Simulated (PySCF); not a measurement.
H2BiBrTe2, SMILES [Br][Bi]([TeH])[TeH], B3LYP/def2-SVP optimised geometry.

```
6

Bi     1.38     0.49     0.00
Br     1.55    -2.17    -0.27
Te    -1.52     0.49     0.00
H     -1.55     2.17     0.00
Te     1.65     1.51    -2.70
H      3.30     1.71    -2.50
```

Density from B3LYP/def2-TZVP, def2 effective core potentials past Kr run with PySCF 2.14.0 at that geometry. The core electrons that the potentials of Bi, Te replace are not part of the density.

Minimum of the electron density along straight lines between bonded atoms, close to the bond critical point (lines longer than 1.1 times the sum of covalent radii, or with two minima, are not listed):

```
bond     length / Å  ρ at the minimum / e bohr⁻³  ∇²ρ there / e bohr⁻⁵  position (fraction from the first atom)
-------  ----------  ---------------------------  --------------------  ---------------------------------------
Bi1–Br2       2.674                   (withheld)            (withheld)                                     0.49
Bi1–Te3       2.903                        0.056                  0.02                                     0.49
Te3–H4        1.676                        0.130                 -0.04                                     0.63
Bi1–Te5       2.896                        0.056                  0.02                                     0.49
Te5–H6        1.678                        0.130                 -0.04                                     0.63
```

Fill in the missing entries.


- Bi1–Br2, ρ at the minimum / e bohr⁻³: 0.063
- Bi1–Br2, ∇²ρ there / e bohr⁻⁵: 0.08
